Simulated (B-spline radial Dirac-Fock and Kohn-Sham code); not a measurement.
Binding energies of Zn²⁴⁺

System: the Zn²⁴⁺ ion in the configuration [He] 2s2 2p2; nuclear rms radius 3.9283 fm (A = 64).

Calculated with an atomic code on a B-spline grid, using relaxed Dirac-Fock hole states (ΔSCF) with Breit and QED corrections and a finite nucleus. Correlation energy is missing from these numbers. Energies are counted from the vacuum level.

All terms are in eV, carry their sign (relaxation lowers the binding energy) and add up to the binding energy; ⟨r⟩ is the mean radius of the orbital in the initial state.

```
subshell  −ε (Koopmans)  relaxation   Gaunt  retardation    QED  binding energy  ⟨r⟩ (bohr)
      1s        11215.1       -9.65  -11.52         0.38  -5.91         11188.4       0.050
      2s         2440.3       -0.90   -1.12         0.08  -0.71          2437.6       0.212
      2p         2347.4       -1.17   -1.48         0.29   0.03          2345.0       0.183
```

For the deepest level, K (1s), the Breit terms make up -0.100 % of the binding energy, QED -0.053 % and orbital relaxation -0.086 %.

Going to the tabulated ground configuration of the next ion removes an electron from L2,3 (2p), computed at 2345.0 eV. NIST lists 2358 ± 1.6 eV as the ionisation energy of this species (semi-empirical), +12.97 eV from the computed value. Where a p, d or f shell is open in either ion the computed value averages over both j values and all terms, while the table refers to the lowest levels; that difference holds spin-orbit splitting (largest in heavy or highly charged ions), term energies where several electrons share open shells, and correlation, and it can reach 10 % or more.
